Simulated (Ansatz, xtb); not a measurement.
# Relative energy of two isomers of C6H5N3

Structure a is `Cc1ncncc1C#N`, a singlet and structure b is `Cc1ncc(C#N)cn1`, a singlet. Both are isolated molecules in the gas phase, relaxed with B3LYP/def2-SVP.

a (Å):

| atom | x (Å) | y (Å) | z (Å) |
| --- | --- | --- | --- |
| C | -1.5698 | 1.0749 | 2.6195 |
| C | -0.5540 | 0.0416 | 2.2291 |
| C | 0.8393 | -1.6748 | 2.8239 |
| C | 0.8458 | -1.1045 | 0.6359 |
| C | -0.1077 | -0.1046 | 0.8906 |
| C | -0.6051 | 0.7292 | -0.1620 |
| N | -0.0629 | -0.7587 | 3.1789 |
| N | 1.3205 | -1.8898 | 1.5983 |
| N | -1.0130 | 1.4078 | -1.0116 |
| H | -1.2175 | 2.0881 | 2.3666 |
| H | -2.5143 | 0.9234 | 2.0720 |
| H | -1.7596 | 1.0126 | 3.6979 |
| H | 1.2248 | -2.3178 | 3.6244 |
| H | 1.2243 | -1.2594 | -0.3807 |

b (Å):

```xyz
14

C    -0.4751    2.4217    1.5929
C    -0.3464    0.9291    1.6693
C     0.1078   -0.9276    2.9220
C    -0.1603   -1.7583    1.8181
C    -0.0589   -3.1837    1.8964
C    -0.5310   -1.0986    0.6315
N     0.0162    0.3935    2.8465
N     0.0224   -4.3402    1.9606
N    -0.6213    0.2227    0.5604
H     0.1864    2.9036    2.3247
H    -0.2619    2.7752    0.5754
H    -1.5122    2.7134    1.8356
H     0.4050   -1.3615    3.8837
H    -0.7549   -1.6721   -0.2754
```

Question: Estimate E(b) − E(a) at the level CCSD(T)/def2-SVP + ΔMP2/def2-TZVPP.

Answer: CCSD(T)/def2-SVP + ΔMP2/def2-TZVPP gives E(b) − E(a) = +2.38 kJ/mol, slightly favouring structure a, which is too small a margin to settle the true order.

Level by level:

```csv
level,geometry,E(b) − E(a) (kJ/mol),departure from the last row (kJ/mol),"job, with rough time for the two"
GFN2-xTB,GFN2-xTB,+0.44,−1.94,"optimisation, 0.12 s"
HF/STO-3G,GFN2-xTB,−1.07,−3.45,"single point, 0.66 s"
r2SCAN-D4/def2-SVP,GFN2-xTB,+0.84,−1.55,"single point, 8.1 s"
B3LYP/def2-SVP,B3LYP/def2-SVP,−1.58,−3.96,"optimisation, 60 s"
HF/def2-SVP,B3LYP/def2-SVP,−2.85,−5.23,part of the CCSD(T) run
MP2/def2-SVP,B3LYP/def2-SVP,+1.18,−1.21,part of the CCSD(T) run
CCSD(T)/def2-SVP,B3LYP/def2-SVP,+0.58,−1.80,single point
CCSD(T)/def2-SVP + ΔMP2/def2-TZVPP,B3LYP/def2-SVP,+2.38,,"single point, 3.8 min"
```

As drawn, both hold the same kinds of bond in the same numbers.

The largest departure from CCSD(T)/def2-SVP + ΔMP2/def2-TZVPP is that of HF/def2-SVP, 5.23 kJ/mol. The last row adds to CCSD(T) the change of the MP2 difference between the two basis sets, here +1.80 kJ/mol.

With thermal terms from frequencies at re-optimised GFN2-xTB minima (ideal gas, soft modes damped towards free rotors, one conformer each, 298.15 K, 1 atm): the zero-point term adds −0.56 kJ/mol; ΔH is +1.97 and ΔG +1.82 kJ/mol.

The correlated steps freeze 9 core orbitals. Codes used: Ansatz 0.2.0, xtb 6.7.1; the last row on 2 threads of Arm Neoverse V2 on a shared host.
